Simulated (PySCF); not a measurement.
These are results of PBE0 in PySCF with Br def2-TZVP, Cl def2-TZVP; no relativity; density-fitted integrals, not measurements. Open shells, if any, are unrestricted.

Q: What shape and geometry does isolated singlet [BrCl2]+ take (every ligand bound to Br)?

A: Counting electrons, bromine keeps 4 of its valence electrons outside its bonds, so the VSEPR class is AX2E2 and the expected shape is bent (C2v), as computed. The lowest minimum found is a singlet of C2v symmetry with Br–Cl 2.101 Å (×2); Cl–Br–Cl 105.9°. Its harmonic wavenumbers are 164 (a1), 442 (b2), 453 (a1) cm⁻¹ and its dipole moment is 0.25 D about the centre of mass.

This need not be the most stable arrangement of these atoms.
